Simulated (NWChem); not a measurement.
System: CH$_{3}$ClF$_{2}$Ge; SMILES [CH3][Ge]([F])([F])[Cl]

The following NWChem deck was run.

```
start job
memory heap 200 mb stack 900 mb global 1100 mb
geometry units angstroms noautosym nocenter noautoz
  C     -1.574068    -1.353889    -0.001505
  Ge     0.028842    -0.305984    -0.000051
  F      1.023216    -0.668366    -1.360787
  F      1.021408    -0.669878     1.361606
  Cl    -0.285787     1.800665     0.000969
  H     -2.190221    -1.078733    -0.868068
  H     -2.135125    -1.163685     0.923408
  H     -1.306828    -2.418094    -0.060083
end
basis spherical
  * library pcsseg-1
end
dft
  xc slater vwn_5
  iterations 150
end
property
  shielding
end
task dft property
```

Coordinates come from a PBE0/def2-SVP optimisation.

GIAO values for the isolated, static molecule; σ is the absolute isotropic shielding, δ = σ(reference) − σ with the isolated reference molecule computed at the same levels (13C: tetramethylsilane, 19F: trichlorofluoromethane, 1H: tetramethylsilane).

Atoms are numbered as in the input.

Question: Predict the main results of this run. (LDA (Slater exchange, VWN5)/pcSseg-1, GIAO.) Quantities: δ C1 (ppm); σ Ge2 (ppm); δ F3 (ppm); δ F4 (ppm); σ Cl5 (ppm); δ H6 (rotor mean) (ppm).

Answer: 
```
Property                  Value
-----------------------  ------
δ C1 (ppm)                  7.2
σ Ge2 (ppm)              1118.6
δ F3 (ppm)               -119.2
δ F4 (ppm)               -119.3
σ Cl5 (ppm)               787.3
δ H6 (rotor mean) (ppm)    1.16
```
